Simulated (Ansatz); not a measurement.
Computed with Ansatz on PBE0-D4/def2-TZVP structures; ΔE is electronic, products minus reactants. CCSD(T)/CBS adds triple-zeta CCSD(T) − MP2 to the extrapolated MP2 energy (def2 sets, frozen cores). Double bonds are as drawn, so ΔE can hold a change between cis and trans. DFT in def2-TZVPP. B3LYP here is the variant with VWN-RPA as its local correlation; programs differ in this. def2 core potentials past Kr. For Sn outer-core shells are correlated without core-valence functions, which leaves a few kJ/mol of doubt a bond. Each species was taken in one conformer, which may not be the lowest.

Reaction (redistribution): `O[SiH](O)/C=C/[SiH3]` + `[OH][SnH]([OH])[Cl]` → `O[SiH](O)/C=C\[SiH2]Cl` + `[OH][SnH2][OH]`

`O[SiH](O)/C=C/[SiH3]`:

```xyz
14

O     2.076   -1.186    1.635
Si    0.482   -0.817    1.530
O     0.085    0.526    2.394
C     0.166   -0.479   -0.260
C    -0.495    0.605   -0.682
Si   -0.830    0.978   -2.477
H     2.427   -1.452    2.485
H    -0.333   -1.947    2.064
H    -0.493    0.406    3.147
H     0.532   -1.192   -0.999
H    -0.846    1.312    0.071
H    -2.294    1.084   -2.725
H    -0.265   -0.112   -3.314
H    -0.213    2.275   -2.867
```

`[OH][SnH]([OH])[Cl]`:

Cartesian coordinates in Å:
```
O 1.429 0.840 -0.190
Sn -0.276 0.132 0.433
O -0.198 -1.800 0.271
Cl -1.843 0.976 -1.062
H 1.326 1.432 -0.940
H -0.652 0.516 2.033
H 0.213 -2.095 -0.546
```

`O[SiH](O)/C=C\[SiH2]Cl`:

```xyz
14

O     2.612   -0.256   -1.299
Si    1.198   -0.825   -0.700
O    -0.129   -0.271   -1.509
C     0.859   -0.229    1.017
C    -0.294    0.339    1.390
Si   -1.838    0.651    0.369
Cl   -3.211    1.351    1.767
H     2.778    0.686   -1.235
H     1.323   -2.294   -0.837
H    -0.380   -0.664   -2.345
H     1.643   -0.336    1.768
H    -0.393    0.670    2.425
H    -1.711    1.742   -0.618
H    -2.457   -0.567   -0.193
```

`[OH][SnH2][OH]`:

```xyz
7

O     0.040    1.684   -0.009
Sn    0.128   -0.206   -0.527
O    -0.296   -1.269    1.067
H    -0.827    1.952    0.304
H    -1.109   -0.617   -1.618
H     1.745   -0.412   -1.007
H     0.320   -1.132    1.790
```

```csv
level,ΔE (kJ/mol),difference from CCSD(T)/CBS
PBE-D4,-3.4,-2.6
r2SCAN-D4,-2.4,-1.6
B3LYP-D4,-2.4,-1.6
ωB97X-V,-4.0,-3.2
ωB97M-V,-7.9,-7.1
B2PLYP,0.4,1.2
r2SCAN,-1.3,-0.5
HF/def2-TZVPP,10.2,11.0
MP2/def2-TZVPP,-6.3,-5.5
SCS-MP2/def2-TZVPP,-3.3,-2.5
CCSD/def2-TZVPP,-3.6,-2.8
CCSD(T)/def2-TZVPP,-4.7,-3.9
HF/def2-QZVPP,11.9,12.7
MP2/def2-QZVPP,-3.5,-2.7
SCS-MP2/def2-QZVPP,-0.6,0.2
MP2/CBS(def2),-2.4,-1.6
CCSD(T)/CBS,-0.8,0
```

Largest T1 diagnostic among the species: 0.014.

The D4 term adds −6.6 kJ/mol with B3LYP and −3.5 kJ/mol with PBE0; it sums over pairs of atoms, weighted by their polarisabilities, and B3LYP, whose exchange is more repulsive, gets the larger term. In def2-TZVPP, CCSD(T) changes the Hartree–Fock value by −14.9 kJ/mol (the triples alone add −1.0 kJ/mol) and MP2 by −16.6 kJ/mol.
